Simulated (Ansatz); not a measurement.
Species: C3H6N, SMILES `C=C[N]C` (C–C–N–C torsion 180°) (charge 0, multiplicity 2).

Q: Give a relaxed geometry from CAM-B3LYP-D3(BJ)/def2-TZVP in Ansatz (an electronic-structure program).

A: One answer among several that fit: the end point of this relaxation, one of several conformers (outside a Z-matrix the atoms follow the SMILES, hydrogens last).
Z-matrix (Å, degrees):
```
C
N 1 1.3047
C 1 1.3840 2 121.66
H 3 1.0801 1 121.09 2 -179.99
H 3 1.0807 4 119.17 1 179.99
H 1 1.0958 2 120.05 3 -179.97
C 2 1.4347 1 117.41 6 0.01
H 7 1.0929 2 109.20 1 122.13
H 7 1.0929 8 106.35 2 -117.71
H 7 1.0972 8 108.92 9 -117.24
```
